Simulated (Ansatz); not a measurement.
Species: C₃H₆Si, SMILES `C=[Si]1CC1` with one electron removed (charge 1, multiplicity 2), formula C3H6Si.

How many basis functions does frozen-core CCSD(T)/cc-pVTZ // PBE-D3(BJ)/def2-TZVP (Ansatz, a first-principles code) use, how many core orbitals are frozen, and how many electrons are correlated?

208 basis functions and 8 frozen orbitals, which leaves 21 correlated electrons. Core time is of the order of minutes.
